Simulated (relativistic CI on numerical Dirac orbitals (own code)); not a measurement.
W36+: q coefficients and field-shift factors

Calculated at this level of theory: Dirac-Coulomb-Breit CI, separate exchange-only KLI orbitals for each configuration, derivatives by finite differences, unscaled Slater integrals, QED left out (own radial code, finite nucleus).

Configurations in the expansion (outside the closed core [Ar] 3d10): 4s2 4p6 4d2, 4s2 4p6 4d 4f, 4s2 4p5 4d3, 4s 4p6 4d2 4f, 4s2 4p6 4f 5s, 4s2 4p6 4f2, 4s 4p6 4f3, 4p6 4d4, 4p5 4d5. Double excitations out of closed p, d and f shells are left out; levels of such configurations are missing from the list, as are those of other unlisted configurations, and high levels can miss mixing partners.

With x = (α/α₀)² − 1 an excitation energy changes as ω = ω₀ + qx; K = 2q/ω₀ is the relative enhancement. Terms are leading LS components, so labels can repeat. The field-shift factor is F = δν/δ⟨r²⟩ for the transition from the lowest level.

Lowest level 4s2 4p6 4d2 3F_2.

```tsv
Level	ω₀ (cm⁻¹)	q (cm⁻¹)	F (GHz/fm²)
4s2 4p6 4d2 3P_0	66207	6665	0.367
4s2 4p6 4d2 3F_3	139710	151100	4.04
4s2 4p6 4d2 3P_2	172262	150000	4.25
4s2 4p6 4d2 3P_1	183428	151900	4.36
4s2 4p6 4d2 1G_4	183519	156900	4.45
4s2 4p6 4d2 3F_4	307871	297600	8.18
4s2 4p6 4d2 3P_2	329256	303800	8.47
4s2 4p6 4d2 1S_0	402600	298100	8.25
4s2 4p5 4d3 3D°_2	1241511	65750	8.41
4s2 4p5 4d3 5D°_1	1253304	76320	8.96
4s2 4p5 4d3 5D°_0	1270166	72960	9.61
4s2 4p5 4d3 3F°_3	1283170	68290	8.06
4s2 4p5 4d3 5F°_3	1350632	203500	11.8
4s2 4p5 4d3 5S°_2	1366748	214600	11.8
4s2 4p5 4d3 5G°_4	1370074	214600	11.8
4s2 4p5 4d3 3F°_2	1385679	214600	12.8
4s2 4p5 4d3 5D°_1	1393283	214800	12.1
4s2 4p5 4d3 5G°_5	1399064	217400	11.8
4s2 4p5 4d3 3G°_3	1403489	212500	13.1
4s2 4p5 4d3 3F°_4	1405342	213300	12.8
4s2 4p5 4d3 3P°_0	1410309	196000	12.5
4s2 4p5 4d3 3H°_6	1411105	207800	11.2
4s2 4p5 4d3 3G°_4	1432937	215900	12.6
```

At this charge energies of transitions that change n are usually good to better than 1 %, and those within a shell (Δn = 0) to a few per cent. Terms inside the open d or f shell come out 10 to 20 % too wide with unscaled integrals.

(1) Which transition from the lowest level has the largest |K|?

## Answers

(1) 4s2 4p6 4d2 3F_3 at 139710 cm⁻¹, K = 2.16.
